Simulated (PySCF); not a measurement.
Electronic absorption of Si4H10

Compound: Si4H10.
SMILES: `[SiH3][SiH]([SiH3])[SiH3]`

The calculation used PySCF 2.14.0, density-fitted response routines, TDDFT B3LYP/def2-SVPD, vertical, gas phase, core orbitals frozen in the response. Geometry: GFN2-xTB; no solvent, vibrations or thermal averaging.

```json
{"state": "S1", "E (eV)": "6.57", "E (kJ/mol)": "634", "λ (nm)": "188.7", "f": "0.031", "symmetry": "E", "main configurations (H = HOMO, L = LUMO)": "H-1/H→L (≥75%)"}
{"state": "S2", "E (eV)": "6.57", "E (kJ/mol)": "634", "λ (nm)": "188.7", "f": "0.031", "symmetry": "E", "main configurations (H = HOMO, L = LUMO)": "H-1/H→L (≥74%), H-1/H→L+1/L+2 (≥9%)"}
{"state": "S3", "E (eV)": "6.59", "E (kJ/mol)": "636", "λ (nm)": "188.1", "f": "0.0000", "symmetry": "–", "main configurations (H = HOMO, L = LUMO)": "H-1/H→L+1/L+2 (≥92%)"}
{"state": "S4", "E (eV)": "6.65", "E (kJ/mol)": "642", "λ (nm)": "186.4", "f": "0.0037", "symmetry": "A1", "main configurations (H = HOMO, L = LUMO)": "H-1/H→L+1/L+2 (≥93%)"}
{"state": "S5", "E (eV)": "7.06", "E (kJ/mol)": "682", "λ (nm)": "175.5", "f": "0.201", "symmetry": "E", "main configurations (H = HOMO, L = LUMO)": "H-1/H→L+1/L+2 (≥55%), H-1/H→L+3 (≥9%)"}
{"state": "S6", "E (eV)": "7.07", "E (kJ/mol)": "682", "λ (nm)": "175.5", "f": "0.202", "symmetry": "E", "main configurations (H = HOMO, L = LUMO)": "H-1/H→L+1/L+2 (≥56%), H-1/H→L+3 (≥9%)"}
{"state": "S7", "E (eV)": "7.15", "E (kJ/mol)": "690", "λ (nm)": "173.4", "f": "0.063", "symmetry": "E", "main configurations (H = HOMO, L = LUMO)": "H-1/H→L+3 (≥68%), H-2→L+1/L+2 (≥9%)"}
{"state": "S8", "E (eV)": "7.15", "E (kJ/mol)": "690", "λ (nm)": "173.3", "f": "0.060", "symmetry": "E", "main configurations (H = HOMO, L = LUMO)": "H-1/H→L+3 (≥69%), H-2→L+1/L+2 (≥9%)"}
```

Triplets, Tamm–Dancoff:

| state | E (eV) | λ (nm) | main configurations (H = HOMO, L = LUMO) |
| --- | --- | --- | --- |
| T1 | 5.91 | 209.8 | H-1/H→L (≥64%), H-1/H→L+1/L+2 (≥16%) |
| T2 | 5.91 | 209.8 | H-1/H→L (≥63%), H-1/H→L+1/L+2 (≥16%) |

The lowest singlet level (S1/S2) lies at 6.57 eV (189 nm, vacuum ultraviolet) and is of moderate strength. The strongest level in the table is S5/S6 at 7.06 eV (175 nm, f = 0.403 summed). S1/S2, S5/S6 and S7/S8 lie within about 0.01 eV of each other in each set; the point group C3v has degenerate representations, and within a degenerate level the listed configurations can mix freely. Löwdin shares by element: HOMO (one of a set within 0.03 eV) silicon 72% or more, hydrogen 5% or more (atoms not listed hold the other 23%); LUMO silicon 68% (atoms not listed hold the other 32%). The oscillator strengths of these states sum to 0.593; summed over the whole spectrum of an exact calculation they would give the number of electrons, 66 (Thomas–Reiche–Kuhn). Weighted by f, the mean energy of these states is 7.03 eV. The listed states span 0.58 eV, and the widest gap between neighbours is 0.41 eV (S4 to S5). No computed singlet lies in the visible range (380 to 750 nm); the lowest, at 189 nm, stands 3.31 eV above its violet end (3.26 eV). Symmetry labels in C3v follow from the direction of the transition dipole and are given only for states with f of 0.002 or more. Orbitals of the list HOMO-3 to LUMO+2 that lie within 0.01 eV of each other are written together with a slash and their weights summed (≥ marks a lower bound); for degenerate orbitals outside that list single weights are arbitrary. Singlets were solved by full linear response, triplets in the Tamm–Dancoff approximation.
